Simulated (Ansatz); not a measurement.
Gas-phase electronic energies from Ansatz, PBE0-D4/def2-TZVP geometries. CCSD(T)/CBS adds triple-zeta CCSD(T) − MP2 to the extrapolated MP2 energy (def2 sets, frozen cores). This one scheme is used for every species. Functionals use def2-TZVPP. B3LYP here is the variant with VWN-RPA as its local correlation; programs differ in this. For Zn outer-core shells are correlated without core-valence functions, which leaves a few kJ/mol of doubt a bond. Scalar relativity is left out up to krypton. One conformer a species, not always the lowest.

Consider the formal hydrolysis of a C–Zn bond: `[F][Zn][CH2]BCl` + H₂O → `OCBCl` + `[F][ZnH]`.

`[F][Zn][CH2]BCl`:

Cartesian coordinates in Å:
```
F 1.761 -2.285 -1.540
Zn 1.048 -0.883 -0.774
C 0.319 0.709 0.059
B -1.082 0.252 0.428
Cl -1.407 -0.510 1.985
H 1.001 0.922 0.885
H 0.371 1.470 -0.723
H -2.010 0.325 -0.320
```

H₂O:

```xyz
3

O     0.031    0.382    0.067
H     0.583   -0.319    0.420
H    -0.614   -0.063   -0.487
```

`OCBCl`:

Z-matrix (Å, degrees):
```
C
B 1 1.549
O 1 1.404 2 119.2
H 1 1.105 2 106.4 3 -124.9
H 1 1.104 2 106.6 3 125.0
Cl 2 1.749 1 120.1 3 0.4
H 2 1.191 1 122.1 3 -179.7
H 3 0.962 1 108.3 2 -0.7
```

`[F][ZnH]`:

Z-matrix (Å, degrees):
```
Zn
F 1 1.750
H 1 1.507 2 180.0
```

CCSD(T)/CBS gives +125.6 kJ/mol.

Q: Another level gave +108.1 kJ/mol. Which?
A. r2SCAN-D4/def2-TZVPP
B. MP2/def2-TZVPP
C. CCSD(T)/def2-TZVPP
D. B3LYP-D4/def2-TZVPP

A: D. B3LYP-D4 108.1, MP2/def2-TZVPP 134.2, r2SCAN-D4 112.3, CCSD(T)/def2-TZVPP 120.7 kJ/mol.

Largest T1 diagnostic among the species: 0.018.

From PBE to PBE0 (25 % exact exchange), in def2-TZVPP and without D4, ΔE moves by +3.8 kJ/mol. In def2-TZVPP, CCSD(T) changes the Hartree–Fock value by +20.4 kJ/mol (the triples alone add +2.6 kJ/mol) and MP2 by +33.9 kJ/mol.
